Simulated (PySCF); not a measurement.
# Correlation energy of Ni¹²⁺ (nickel, charge +12)

Starting occupation: [Ne] 3s2 3p4, 3p1/2 with m_j = -1/2, +1/2, 3p3/2 with m_j = +1/2, +3/2. All numbers are calculated (PySCF 2.14, X2C-1e with screened-nucleus spin-orbit coupling, Gaussian nucleus, in an even-tempered Gaussian basis (20 s from 0.88 bohr⁻², ratio 2.4; 14 p from 1.1 bohr⁻², ratio 2.4; 5 d from 6.1 bohr⁻², ratio 2.6; 4 f from 9.1 bohr⁻², ratio 2.6)). Frozen: 1s2; 14 electrons correlated; the 58 highest virtual spinors left out.

MP2 pair energies summed by pair of shells (mhartree):

```csv
pair,energy,share (%)
2p-2p,-189.84,37.2
3p-3s,-68.19,13.4
2p-3p,-67.91,13.3
3p-3p,-64.44,12.6
2p-2s,-56.08,11.0
2p-3s,-26.39,5.2
2s-3p,-12.67,2.5
2s-2s,-10.21,2.0
3s-3s,-9.35,1.8
2s-3s,-5.48,1.1
```

Total MP2 correlation energy: -510.56 mhartree.

The GHF reference relaxed away from the jj start to a determinant that is no pure jj level (⟨S²⟩ = 1.87, ⟨J²⟩ = 6.01); the energies belong to that determinant.
